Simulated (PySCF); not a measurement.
H9NSi3, SMILES [SiH3]N[SiH2][SiH3].

Coordinates come from a PBE0-D3(BJ)/def2-SVP optimisation. Other conformers were not sampled.

Computed with PySCF with ωB97X/def2-TZVP.

The molecule is in vacuum.

Computed frontier levels, gap, dipole moment and polarisability:
| Item | Value |
|---|---|
| highest occupied level | -9.92 eV |
| lowest empty level | 1.58 eV |
| orbital gap | 11.50 eV |
| dipole moment | 1.11 D |
| quadrupole, principal values (traceless, Buckingham form, about the centre of nuclear charge) | -2.47, -2.28, 4.75 D·Å |
| mean static polarisability | 88.8 bohr³ (13.15 Å³) |
| polarisability, principal values | 77.7, 89.6, 98.9 bohr³ |
